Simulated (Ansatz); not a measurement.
`[BH2][Al]1[SiH2][S]1` + `BNCC` → `BN(B)CC` + `[AlH]1[SiH2][S]1` at 298.15 K and 1 bar (cleavage of the B–Al bond).

Calculated with Ansatz (gas phase, PBE0-D4/def2-TZVP geometries, no zero-point term in ΔE). CCSD(T)/CBS is the MP2 limit (def2-TZVPP, def2-QZVPP) plus CCSD(T) − MP2 in def2-TZVPP, frozen cores. Each species was taken in one conformer, which may not be the lowest.

```
               species  CCSD(T)/CBS energy (Eh)  H − E (kJ/mol)  S (J/(mol·K))
`[BH2][Al]1[SiH2][S]1`               -956.06081           122.8          341.2
                `BNCC`               -160.44809           293.3          299.8
             `BN(B)CC`               -185.85795           326.2          328.0
    `[AlH]1[SiH2][S]1`               -930.69501            82.8          295.9
```

H − E and S are ideal-gas, rigid-rotor, harmonic terms from PBE0-D4/def2-TZVP, for one conformer and one mirror image of each species. 1 Eh = 2625.50 kJ/mol, R = 8.31446 J/(mol·K).

Task: By hand: ΔE, ΔH, ΔS and ΔG.

Result: ΔE = (-185.85795) + (-930.69501) − (-956.06081) − (-160.44809) = -0.04406 Eh = -115.7 kJ/mol. Δ(H − E) = 326.2 + 82.8 − 122.8 − 293.3 = -7.1, so ΔH = -122.8 kJ/mol. ΔS = 328.0 + 295.9 − 341.2 − 299.8 = -17.1 J/(mol·K). ΔG = -122.8 − 298.15 × (-17.1)/1000 = -117.7 kJ/mol.

Task: By hand: the equilibrium constant, and the temperature at which ΔG would vanish if ΔH and ΔS stayed fixed.

Result: log₁₀ K = −ΔG/(RT ln 10) = 20.6. ΔG = 0 at ΔH/ΔS = 7181 K, far beyond where these terms or the molecules hold.

ΔH outweighs TΔS. A doubt of 5 kJ/mol in ΔE shifts log₁₀ K by 0.9 here. Other conformers and mirror images would add mixing entropy, several J/(mol·K) or more a flexible species. Modes under 60 cm⁻¹, often nearly free rotors, make the harmonic entropy too high. These are equilibria of isolated gas molecules and say nothing of rates. Largest T1 diagnostic: 0.016 (customary marks: 0.02 for closed shells, 0.045 for open ones).
